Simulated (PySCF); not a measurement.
(FGaTe)3 ring, F3Ga3Te3.
Structure used (PBE0-D3(BJ)/def2-SVP), in Å, numbered top down from 1:
```xyz
9
F3Ga3Te3 angstrom
Ga    -2.033    0.653    0.498
F     -3.634    1.220    0.956
Te    -0.952    2.334   -1.026
Ga     1.290    1.237   -1.312
F      2.314    2.235   -2.337
Te     2.552   -0.817   -0.605
Ga     0.782   -1.920    0.794
F      1.405   -3.425    1.458
Te    -1.591   -1.585    1.549
```

The calculation used TDDFT CAM-B3LYP/def2-SVPD, vertical, gas phase, core orbitals frozen in the response, def2 core potentials past Kr (PySCF 2.14.0, density-fitted response routines). Spin–orbit coupling is left out.

Computed states:

```
state  E (eV)       f
   S1    4.09  0.0000
   S2    4.18  0.0000
   S3    4.18  0.0000
   S4    4.47  0.0001
   S5    4.47  0.0001
   S6    4.57   0.043
   S7    4.70  0.0000
   S8    4.87  0.0052
   S9    4.88  0.0050
  S10    5.02  0.0000
  S11    5.34  0.0029
  S12    5.35  0.0054
  S13    5.37   0.074
  S14    5.38   0.079
```

Broadening: Gaussians 0.3 eV wide at half height, area fixed by f = 4.319×10⁻⁹ ∫ε dν̃. The width is an assumption, not a result. The curve ends short of the highest state used, and states not computed would add to its high-energy end.

Question: What does the envelope look like, and where are its maxima?

Answer: 
(E (eV), ε (L mol⁻¹ cm⁻¹)): (3.64, 0), (3.68, 0), (3.71, 0), (3.75, 0), (3.79, 0), (3.83, 0), (3.87, 0), (3.91, 1), (3.95, 1), (3.99, 1), (4.03, 2), (4.07, 4), (4.11, 8), (4.15, 19), (4.19, 47), (4.23, 111), (4.27, 241), (4.30, 407), (4.34, 752), (4.38, 1263), (4.42, 1924), (4.46, 2660), (4.50, 3336), (4.54, 3800), (4.58, 3940), (4.62, 3737), (4.66, 3271), (4.70, 2690), (4.74, 2140), (4.78, 1710)

Maxima: 271 nm (4.58 eV), ε about 3900, made up of S6 (98%) (ε in L mol⁻¹ cm⁻¹; maxima over ε = 5, shares over 10%).

Question: What would ε be at 4.58 eV, the highest of these maxima, with half the width (0.15 eV)?

Answer: About 7690 L mol⁻¹ cm⁻¹ against 3940, a factor of about 1.95; a lone state at its own centre would give exactly 2.

Question: Coming from long wavelengths, where does ε first pass 100 L mol⁻¹ cm⁻¹?

Answer: At about 293 nm (4.23 eV), 0.14 eV above S1.

Question: On this curve, what absorbance would a 10⁻³ mol/L sample give at 266 nm over a 1 cm path?

Answer: 266 nm is 4.661 eV, where ε is about 3300 L mol⁻¹ cm⁻¹, so A = ε c l ≈ 3.3 (Beer–Lambert, with the gas-phase spectrum and the assumed width).

All these states lie below the vertical ionisation energy of 9.30 eV (ΔSCF).

One conformer stands for the species.
